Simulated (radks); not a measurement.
Results of a calculation; reference values are marked as such.
The scandium ion Sc7+, configuration [Ne] 3s2 3p2.

Code: a radial shooting solver on a logarithmic mesh with Libxc functionals. Model: non-relativistic Kohn-Sham, PBE, spin-polarised, spherical densities, point nucleus; open shells are filled with parallel spins first.

Energy parts (hartree):
part                       energy
total                  -743.58115
kinetic                 743.07334
electron-nucleus      -1690.76923
Hartree                 238.97086
exchange-correlation    -34.85613

Orbitals (lengths in bohr, moments of r in powers of bohr; r(90%) holds 90 % of the orbital's charge):
orbital  occ.  eigenvalue (hartree)  <1/r>     <r^2>      <r>  r(90%)
1s up       1             -165.8589  20.53  0.007269  0.07359   0.131
1s down     1             -165.8264  20.54  0.007266  0.07358   0.131
2s up       1             -22.24290  4.271    0.1401   0.3444   0.535
2s down     1             -22.21356  4.272    0.1398   0.3441   0.534
2p up       3             -19.27565  4.206    0.1157   0.3064   0.504
2p down     3             -19.23427  4.205    0.1155   0.3063   0.503
3s up       1              -6.25150  1.457     1.068   0.9690    1.42
3s down     1              -6.06863  1.453     1.079   0.9731    1.43
3p up       2              -5.42068  1.380     1.130   0.9908    1.48
3p down     0              -5.24308  1.375     1.146   0.9967    1.49

The highest occupied level is 3p up at -147.50 eV. Summed over all electrons, <r^2> = 5.395 bohr^2, which gives a Langevin (diamagnetic) susceptibility term of -4.27 x 10^-6 cm^3/mol. Spin moment in Bohr magnetons: 2. The density falls to 0.001 e/bohr^3 at r = 2.22 bohr. The spin density at the nucleus is -0.4530 e/bohr^3 (1s -0.7058, 2s 0.1355, 3s 0.1173), a Fermi contact field of -23.8 T. The electron density at the nucleus is 6210 e/bohr^3.
